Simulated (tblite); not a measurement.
Record of a relaxation.

C5H16BN.
Atom-mapped SMILES: `[CH3:1][CH2:2][BH2-:3][NH2+:4][CH:5]([CH3:6])[CH3:7]` (hydrogens: H8, H9, H10 on C1; H11, H12 on C2; H13, H14 on B3; H15, H16 on N4; H17 on C5; H18, H19, H20 on C6; H21, H22, H23 on C7)

Computed with GFN2-xTB (tblite), gas phase: L-BFGS steps from a force-field or distance-geometry start until the largest atomic force falls under 0.01 eV/Å. 5 of its 68 geometries are shown.

Step 0: E = -626.1565 eV, largest atomic force 1.659 eV/Å
```
atom  x, y, z in Å  |  force x, y, z in eV/Å
C1      3.500    0.167    0.274    0.152  -0.063   0.041
C2      2.230   -0.494   -0.285    0.223  -0.755   0.164
B3      0.912    0.301    0.154    0.857   1.245   0.685
N4     -0.361   -0.426   -0.371   -1.091  -0.961   0.190
C5     -1.602    0.362   -0.218   -0.761   0.398  -0.430
C6     -2.736   -0.277   -1.050    0.004  -0.170   0.026
C7     -2.044    0.490    1.240    0.200   0.261   0.755
H8      3.470    0.200    1.390   -0.005   0.000  -0.932
H9      4.390   -0.411   -0.041   -0.287   0.405   0.223
H10     3.580    1.205   -0.112    0.000  -0.681   0.311
H11     2.296   -0.539   -1.386    0.220  -0.204   0.269
H12     2.171   -1.541    0.113    0.280   0.529  -0.470
H13     0.945    1.408   -0.298   -0.235   0.108  -0.241
H14     0.877    0.381    1.338   -0.236  -0.141   0.305
H15    -0.464   -1.333    0.151    0.100   0.987  -0.635
H16    -0.208   -0.649   -1.363   -0.096   0.091   0.411
H17    -1.442    1.393   -0.630    0.221  -0.759   0.327
H18    -3.662    0.320   -0.962    0.532  -0.390  -0.068
H19    -2.935   -1.305   -0.684    0.024   0.596  -0.290
H20    -2.443   -0.316   -2.114   -0.236  -0.049   0.488
H21    -2.161   -0.511    1.710    0.087   0.657  -0.310
H22    -3.018    1.023    1.311    0.695  -0.419  -0.144
H23    -1.302    1.081    1.843   -0.647  -0.684  -0.672
```

Step 17: E = -626.4564 eV, largest atomic force 0.082 eV/Å
```
atom  x, y, z in Å  |  force x, y, z in eV/Å
C1      3.533    0.128    0.250    0.006   0.000  -0.003
C2      2.238   -0.498   -0.269    0.017   0.063   0.017
B3      0.956    0.388    0.223    0.081   0.002  -0.009
N4     -0.394   -0.381   -0.334   -0.069   0.031  -0.014
C5     -1.662    0.361   -0.236   -0.037   0.026   0.025
C6     -2.763   -0.299   -1.067    0.048   0.000   0.033
C7     -2.062    0.477    1.229   -0.004  -0.025  -0.035
H8      3.514    0.172    1.336   -0.002  -0.019   0.020
H9      4.422   -0.426   -0.054   -0.030  -0.042  -0.040
H10     3.624    1.149   -0.116    0.003  -0.001  -0.027
H11     2.304   -0.557   -1.363   -0.020  -0.005   0.043
H12     2.194   -1.532    0.095   -0.036   0.031  -0.009
H13     0.927    1.467   -0.285    0.008   0.026  -0.003
H14     0.880    0.430    1.412   -0.039  -0.018  -0.003
H15    -0.467   -1.262    0.167    0.009  -0.012   0.018
H16    -0.180   -0.590   -1.305   -0.019   0.019  -0.015
H17    -1.470    1.364   -0.629    0.035   0.011  -0.019
H18    -3.679    0.285   -0.996    0.057  -0.055  -0.003
H19    -2.969   -1.305   -0.704   -0.009   0.004  -0.009
H20    -2.482   -0.356   -2.119    0.013  -0.009   0.042
H21    -2.183   -0.510    1.669   -0.023  -0.021   0.014
H22    -2.999    1.018    1.336    0.002   0.005  -0.051
H23    -1.289    1.009    1.771    0.011  -0.013   0.030
```

Step 34: E = -626.4723 eV, largest atomic force 0.046 eV/Å
```
atom  x, y, z in Å  |  force x, y, z in eV/Å
C1      3.563    0.090    0.222   -0.026  -0.009  -0.013
C2      2.216   -0.459   -0.246   -0.023   0.002  -0.012
B3      0.959    0.455    0.252    0.028  -0.013  -0.001
N4     -0.379   -0.327   -0.326   -0.045   0.009   0.001
C5     -1.669    0.372   -0.234   -0.032   0.000   0.003
C6     -2.736   -0.336   -1.067    0.013  -0.002  -0.001
C7     -2.097    0.464    1.224   -0.001  -0.003  -0.013
H8      3.597    0.124    1.308   -0.006   0.003   0.000
H9      4.394   -0.524   -0.130    0.003  -0.001   0.003
H10     3.704    1.103   -0.149   -0.003   0.001  -0.001
H11     2.246   -0.532   -1.341    0.001   0.010  -0.003
H12     2.127   -1.487    0.124    0.005  -0.009   0.005
H13     0.936    1.541   -0.242    0.006  -0.001  -0.022
H14     0.856    0.478    1.439    0.024   0.005   0.016
H15    -0.424   -1.213    0.171   -0.013  -0.009   0.011
H16    -0.164   -0.529   -1.299    0.019   0.029   0.006
H17    -1.507    1.381   -0.626    0.011  -0.005   0.004
H18    -3.668    0.223   -1.031    0.022  -0.020  -0.001
H19    -2.925   -1.335   -0.678    0.006   0.000  -0.014
H20    -2.434   -0.419   -2.110    0.015   0.006   0.007
H21    -2.281   -0.529    1.629   -0.007  -0.006   0.013
H22    -3.007    1.050    1.318   -0.011   0.001  -0.011
H23    -1.314    0.939    1.804    0.013   0.012   0.025
```

Step 50: E = -626.4751 eV, largest atomic force 0.019 eV/Å
```
atom  x, y, z in Å  |  force x, y, z in eV/Å
C1      3.560    0.077    0.209    0.014   0.006   0.003
C2      2.207   -0.461   -0.251    0.011  -0.004  -0.003
B3      0.966    0.467    0.259   -0.015  -0.006  -0.004
N4     -0.378   -0.311   -0.307   -0.003   0.005   0.000
C5     -1.674    0.377   -0.222   -0.002  -0.001   0.001
C6     -2.716   -0.347   -1.072   -0.002   0.007   0.002
C7     -2.116    0.466    1.232   -0.001  -0.004  -0.005
H8      3.597    0.116    1.295   -0.002  -0.003   0.007
H9      4.386   -0.543   -0.142    0.002  -0.011  -0.002
H10     3.706    1.088   -0.165    0.001   0.010  -0.005
H11     2.230   -0.530   -1.346   -0.007   0.003  -0.011
H12     2.112   -1.490    0.116   -0.001  -0.004   0.009
H13     0.949    1.548   -0.246   -0.006   0.001  -0.009
H14     0.879    0.502    1.447    0.000  -0.006   0.006
H15    -0.423   -1.204    0.177    0.001   0.015   0.011
H16    -0.154   -0.499   -1.281    0.003  -0.003   0.004
H17    -1.518    1.387   -0.613    0.004  -0.007   0.005
H18    -3.660    0.191   -1.046   -0.004   0.002  -0.003
H19    -2.891   -1.353   -0.693    0.014   0.004  -0.009
H20    -2.394   -0.416   -2.110   -0.006   0.000   0.005
H21    -2.311   -0.527    1.634    0.006   0.003   0.001
H22    -3.024    1.056    1.315    0.006  -0.003  -0.001
H23    -1.335    0.936    1.821   -0.013  -0.003  -0.002
```

Step 67: E = -626.4758 eV, largest atomic force 0.009 eV/Å
```
atom  x, y, z in Å  |  force x, y, z in eV/Å
C1      3.563    0.073    0.202    0.002   0.000   0.002
C2      2.206   -0.459   -0.254    0.003   0.000   0.002
B3      0.968    0.472    0.259   -0.009  -0.001   0.000
N4     -0.379   -0.310   -0.294    0.003  -0.004   0.003
C5     -1.674    0.380   -0.219    0.003  -0.001   0.004
C6     -2.708   -0.343   -1.078    0.001   0.000  -0.001
C7     -2.126    0.464    1.232    0.000  -0.001   0.004
H8      3.601    0.115    1.288    0.006   0.003  -0.002
H9      4.383   -0.555   -0.149   -0.001   0.002   0.001
H10     3.716    1.082   -0.177   -0.002  -0.004   0.000
H11     2.224   -0.530   -1.349   -0.002   0.000   0.001
H12     2.108   -1.487    0.117   -0.003   0.001  -0.002
H13     0.945    1.550   -0.252    0.003   0.000  -0.006
H14     0.886    0.513    1.448   -0.002   0.002   0.003
H15    -0.426   -1.192    0.210    0.008  -0.003   0.002
H16    -0.156   -0.518   -1.264    0.000   0.004   0.001
H17    -1.514    1.392   -0.605   -0.001  -0.001   0.001
H18    -3.660    0.178   -1.042    0.000   0.002  -0.001
H19    -2.864   -1.358   -0.716   -0.005  -0.001  -0.003
H20    -2.388   -0.391   -2.117   -0.004   0.002  -0.005
H21    -2.313   -0.532    1.632    0.000   0.000   0.002
H22    -3.041    1.044    1.312    0.004   0.001  -0.004
H23    -1.354    0.941    1.827   -0.003   0.000   0.000
```

Q: Summarise the path.

A: The energy falls by 0.3192 eV from step 0 to step 67; nine tenths of that is first reached at step 10. It falls at every step. The largest force goes from 1.659 to 0.009 eV/Å. Among the bonds B3–N4 changes most, from 1.558 to 1.652 Å; the atoms move by 0.137 Å rms after alignment.

The cost below is that of the whole relaxation. The run took 0.41 s of wall time on Intel Xeon Platinum 8488C, one thread, shared host.
